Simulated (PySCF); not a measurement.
Correlation energy of Kr(3+) (krypton, charge +3)

[Ar] 3d10 4s2 4p3, high-spin 4S determinant. Calculation: PySCF 2.14, in jorge-DZP-DKH; the spin-free X2C one-electron Hamiltonian (Gaussian nucleus). Frozen: [Ar] 3d10; 5 electrons correlated.

MP2 pair energies summed by pair of shells (mhartree):

```json
{"pair": "4s-4p", "energy": "-20.59", "share (%)": "68.3"}
{"pair": "4p-4p", "energy": "-5.04", "share (%)": "16.7"}
{"pair": "4s-4s", "energy": "-4.50", "share (%)": "14.9"}
```

Total MP2 correlation energy: -30.14 mhartree.

Same-spin part -6.36 and opposite-spin part -23.78 mhartree; SCS-MP2 scales them by 1/3 and 6/5 to -30.65 mhartree.

```json
{"level": "CCSD", "correlation energy (mhartree)": "-35.71"}
{"level": "(T)", "correlation energy (mhartree)": "-0.16"}
{"level": "CCSD(T)", "correlation energy (mhartree)": "-35.87"}
```

Diagnostics: T1 = 0.0014, D1 = 0.0032, largest double amplitude 0.024.

Q: Is a single reference adequate?

A: Yes, within this model without spin-orbit coupling: T1 lies below 0.03 and no double amplitude reaches 0.07.
